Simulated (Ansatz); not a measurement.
`[SiH3][Zn][Cl]` + `O[SiH3]` → `[SiH3][O][Zn][Cl]` + SiH₄ at 700 K and 1 bar (cleavage of the Zn–Si bond).

Gas-phase electronic energies from Ansatz, PBE0-D4/def2-TZVP geometries. CBS: MP2 limit from def2 TZ/QZ plus the TZ coupled-cluster correction, frozen cores. This one scheme is used for every species. For Zn outer-core shells are correlated without core-valence functions, which leaves a few kJ/mol of doubt a bond. Scalar relativity is left out up to krypton. Each species was taken in one conformer, which may not be the lowest.

| species | CCSD(T)/CBS energy (Eh) | H − E (kJ/mol) | S (J/(mol·K)) |
| --- | --- | --- | --- |
| `[SiH3][Zn][Cl]` | -2529.09474 | 122.7 | 393.0 |
| `O[SiH3]` | -366.69042 | 144.6 | 321.6 |
| `[SiH3][O][Zn][Cl]` | -2604.33020 | 144.2 | 455.3 |
| SiH₄ | -291.46306 | 115.5 | 252.9 |

H − E and S are ideal-gas, rigid-rotor, harmonic terms from PBE0-D4/def2-TZVP, for one conformer and one mirror image of each species. 1 Eh = 2625.50 kJ/mol, R = 8.31446 J/(mol·K).

Q: By hand: ΔE, ΔH, ΔS and ΔG.

A: ΔE = (-2604.33020) + (-291.46306) − (-2529.09474) − (-366.69042) = -0.00810 Eh = -21.3 kJ/mol. Δ(H − E) = 144.2 + 115.5 − 122.7 − 144.6 = -7.6, so ΔH = -28.9 kJ/mol. ΔS = 455.3 + 252.9 − 393.0 − 321.6 = -6.4 J/(mol·K). ΔG = -28.9 − 700 × (-6.4)/1000 = -24.4 kJ/mol.

Q: By hand: the equilibrium constant, and the temperature at which ΔG would vanish if ΔH and ΔS stayed fixed.

A: log₁₀ K = −ΔG/(RT ln 10) = 1.8. ΔG = 0 at ΔH/ΔS = 4516 K, far beyond where these terms or the molecules hold.

The number of gas molecules stays the same, so ΔS is small and ΔH decides. A doubt of 5 kJ/mol in ΔE shifts log₁₀ K by 0.4 here. Other conformers and mirror images would add mixing entropy, several J/(mol·K) or more a flexible species. Modes under 60 cm⁻¹, often nearly free rotors, make the harmonic entropy too high. These are equilibria of isolated gas molecules and say nothing of rates. Largest T1 diagnostic: 0.015 (customary marks: 0.02 for closed shells, 0.045 for open ones).
